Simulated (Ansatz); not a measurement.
Reaction (atomization): `CC(C)(C)CC(C)(C)C` → 9 C• + 20 H•

Isolated molecules relaxed with PBE0-D4/def2-TZVP in Ansatz; ΔE leaves out vibrations. CCSD(T)/CBS is the MP2 limit (def2-TZVPP, def2-QZVPP) plus CCSD(T) − MP2 in def2-TZVPP, frozen cores. This one scheme is used for every species, atoms too. For atomizations the MP2-based limit and the directly extrapolated one differ by several kJ/mol either way, and by 10 to 25 for some Ge, Se and Sn compounds, so smaller differences from it don't rank the levels. DFT in def2-TZVPP. B3LYP here is the variant with VWN-RPA as its local correlation; programs differ in this. HSE06 is defined as in plane-wave codes. Open shells (•) are unrestricted, without spin–orbit coupling. Spin–orbit coupling would lower the free atoms: a little for C.

`CC(C)(C)CC(C)(C)C`:

Cartesian coordinates in Å:
```
C 0.278 -2.650 0.360
C -0.379 -1.314 0.005
C -1.479 -1.041 1.027
C -1.006 -1.466 -1.381
C 0.754 -0.266 0.014
C 0.527 1.262 -0.003
C 1.887 1.888 -0.320
C 0.089 1.789 1.364
C -0.466 1.726 -1.063
H 1.091 -2.885 -0.333
H -0.450 -3.466 0.312
H 0.694 -2.629 1.371
H -1.069 -0.908 2.032
H -2.173 -1.886 1.061
H -2.061 -0.152 0.777
H -1.556 -0.578 -1.692
H -0.240 -1.668 -2.135
H -1.706 -2.306 -1.386
H 1.392 -0.508 -0.846
H 1.375 -0.466 0.897
H 1.830 2.980 -0.286
H 2.645 1.570 0.402
H 2.232 1.599 -1.317
H 0.069 2.882 1.356
H -0.906 1.445 1.647
H 0.787 1.476 2.145
H -0.477 2.819 -1.110
H -1.484 1.400 -0.842
H -0.197 1.354 -2.055
```

```tsv
level	ΔE (kcal/mol)	difference from CCSD(T)/CBS
PBE-D4	2817.4	43.3
revPBE-D4	2764.7	-9.4
BLYP-D4	2754.1	-20.0
r2SCAN-D4	2778.1	4.0
B97M-V	2778.2	4.1
PBE0-D4	2792.3	18.2
B3LYP-D4	2773.8	-0.3
r2SCANh-D4	2770.2	-3.9
r2SCAN0-D4	2759.2	-14.9
HSE06-D4	2793.5	19.4
BHLYP-D4	2719.5	-54.6
CAM-B3LYP-D4	2785.6	11.5
ωB97X-V	2776.5	2.4
ωB97M-V	2780.7	6.6
B2PLYP	2744.2	-29.9
PBE-QIDH	2773.7	-0.4
PBE	2799.5	25.4
revPBE	2708.0	-66.1
BLYP	2715.6	-58.5
PBE0	2777.1	3.0
B3LYP	2745.9	-28.2
r2SCANh	2764.9	-9.2
r2SCAN0	2753.4	-20.7
HSE06	2779.4	5.3
BHLYP	2700.2	-73.9
LC-ωPBE	2768.0	-6.1
HF/def2-SVP	2142.2	-631.9
MP2/def2-SVP	2690.7	-83.4
CCSD/def2-SVP	2657.5	-116.6
CCSD(T)/def2-SVP	2680.3	-93.8
HF/def2-TZVPP	2105.7	-668.4
SCS-MP2/def2-TZVPP	2735.3	-38.8
CCSD/def2-TZVPP	2687.9	-86.2
CCSD(T)/def2-TZVPP	2719.9	-54.2
HF/def2-QZVPP	2107.4	-666.7
MP2/def2-QZVPP	2774.7	0.6
SCS-MP2/def2-QZVPP	2771.2	-2.9
HF/CBS(def2)	2107.8	-666.3
MP2/CBS(def2)	2797.3	23.2
CCSD/CBS(def2)	2742.1	-32.0
CCSD(T)/CBS	2774.1	0
```

Largest T1 diagnostic among the species: 0.009.

From r2SCAN to r2SCAN0 (25 % exact exchange), in def2-TZVPP and without D4, ΔE moves by −19.6 kcal/mol: exact exchange takes away binding that semilocal exchange gives to molecules. Leaving LDA and LC-ωPBE aside and taking each functional with its dispersion term where it has one, the values spread over 97.8 kcal/mol, from BHLYP-D4 to PBE-D4. LDA lies +335.2 kcal/mol from PBE without D4, its usual overbinding.
